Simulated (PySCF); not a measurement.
## Yb⁶⁷⁺: ionisation energy

Yb⁶⁷⁺ [He] 2s1 [2s1/2^1, M_J = 1/2] → Yb⁶⁸⁺ 1s2, as a difference of total energies. Computed with PySCF 2.14 in an uncontracted even-tempered set (16 s from 52 bohr⁻², ratio 2.4; 13 p from 68 bohr⁻², ratio 2.4; 5 d from 210 bohr⁻², ratio 2.6; 4 f from 310 bohr⁻², ratio 2.6), with the two-component X2C-1e Hamiltonian. Correlated levels: nothing frozen; the 28 highest virtual spinors dropped. "Screened" scales the spin-orbit matrix elements by Boettger's factors to mimic the two-electron term; Breit and QED terms are absent.

| method | ionisation energy (eV) |
| --- | --- |
| GHF (screened spin-orbit) | 17386.9 |
| GMP2 (screened spin-orbit) | 17387.2 |

For this ion Breit and QED terms and the two-electron picture change, all absent here, outweigh the correlation shift from GHF to GMP2.

For comparison: 17365.44 ± 0.15 eV (theoretical estimate listed by NIST; NIST Atomic Spectra Database, ionization energies).
